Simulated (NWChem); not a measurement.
# Atomisation of THF (C4H8O)

```xyz
13

C      0.6819    -0.3530     0.9954
C     -0.6819     0.3530     0.9954
C     -1.1683     0.0719    -0.4324
O      0.0000     0.0000    -1.2506
C      1.1683    -0.0719    -0.4324
H      1.3771     0.0263     1.7703
H      0.5537    -1.4438     1.1590
H     -1.3771    -0.0263     1.7703
H     -0.5537     1.4438     1.1590
H     -1.8425     0.8639    -0.8262
H     -1.7293    -0.8941    -0.4788
H      1.7293     0.8941    -0.4788
H      1.8425    -0.8639    -0.8262
```
Charge 0, spin multiplicity 1.

Program: NWChem. Structure: optimised with PBE/def2-SVP, a minimum by its harmonic frequencies. It is one conformer; others weren't searched.

Basis set: def2-SVP. The atomisation energy is electronic alone: no zero-point, thermal, spin-orbit or counterpoise terms. No value is extrapolated to the basis-set limit. Free atoms are single determinants with multiplicities C 3, O 3, H 2. Correlated methods freeze the same cores in atoms and molecule, 5 orbitals in all.

The cost column gives rough processor time relative to LDA (SVWN5); each entry includes its own SCF. Costs are the molecule's.

B3LYP has NWChem's definition, with VWN1-RPA local correlation. GW and range-separated runs recompute their integrals, the others keep them in memory, which bears on the times. No SCF solution was tested for a lower state. Open-shell Hartree-Fock references start from PBE0 orbitals; any time given for them includes that run.

| method | atomisation energy (kcal/mol) | relative cost |
|---|---|---|
| LDA (SVWN5) | [?] | 1 |
| HF | 945.7 | under 3 |
| PBE0 | 1279.4 | under 3 |
| B3LYP | 1262.0 | under 3 |
| PBE | [?] | under 3 |
| BHandHLYP | [?] | under 3 |
| MP2 | 1222.8 | under 3 |
| TPSS | 1274.7 | under 3 |
| CAM-B3LYP | 1273.8 | 9 |

Task: Some entries are withheld; supply them.

Result: 
- LDA (SVWN5), atomisation energy (kcal/mol): 1463.2
- PBE, atomisation energy (kcal/mol): 1298.7
- BHandHLYP, atomisation energy (kcal/mol): 1230.9
